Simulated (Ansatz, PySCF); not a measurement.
C5H6, SMILES C#CC1CC1. Atoms are numbered in the order given.

```xyz
11

C      2.2836    -0.1821     0.0000
C      1.1211     0.1630     0.0000
C     -0.2609     0.5710     0.0000
C     -1.3008    -0.2462     0.7492
C     -1.3008    -0.2462    -0.7492
H      3.3129    -0.4859     0.0000
H     -0.4125     1.6561     0.0000
H     -0.9478    -1.1421     1.2655
H     -2.0840     0.3063     1.2749
H     -2.0840     0.3063    -1.2749
H     -0.9478    -1.1421    -1.2655
```

Geometry: B3LYP-D3(BJ)/def2-SVP.

Two levels are set side by side: PBE-D3(BJ)/def2-SVP (Ansatz, a first-principles code) and B3LYP-D3(BJ)/def2-SVP (Ansatz). Each level has its own optimised geometry; the coordinates shown are those of the second. Frequencies come from the Hessian of PySCF at each geometry. Differences are taken from unrounded values.

| quantity | B3LYP-D3(BJ) | PBE-D3(BJ) | PBE-D3(BJ) minus B3LYP-D3(BJ) |
|---|---|---|---|
| mean bond length (Å) | 1.248 | 1.255 | 0.006 |
| bond C1–C2 (Å) | 1.213 | 1.224 | 0.012 |
| bond C2–C3 (Å) | 1.441 | 1.440 | -0.001 |
| bond C3–C4 (Å) | 1.520 | 1.526 | 0.006 |
| bond C3–C5 (Å) | 1.520 | 1.526 | 0.006 |
| bond C4–C5 (Å) | 1.498 | 1.502 | 0.003 |
| bond C1–H6 (Å) | 1.073 | 1.080 | 0.007 |
| bond C3–H7 (Å) | 1.096 | 1.104 | 0.008 |
| bond C4–H8 (Å) | 1.093 | 1.100 | 0.008 |
| bond C4–H9 (Å) | 1.093 | 1.101 | 0.008 |
| bond C5–H10 (Å) | 1.093 | 1.101 | 0.008 |
| bond C5–H11 (Å) | 1.093 | 1.100 | 0.008 |
| highest harmonic wavenumber (cm⁻¹) | 3473 | 3411 | -63 |
| mean harmonic wavenumber (cm⁻¹) | 1469 | 1430 | -40 |
| zero-point energy (kcal/mol) | 56.71 | 55.18 | -1.53 |

GGA bonds tend to be longer and softer than those of functionals with exact exchange. Differences between two approximate levels are no errors against the true value.
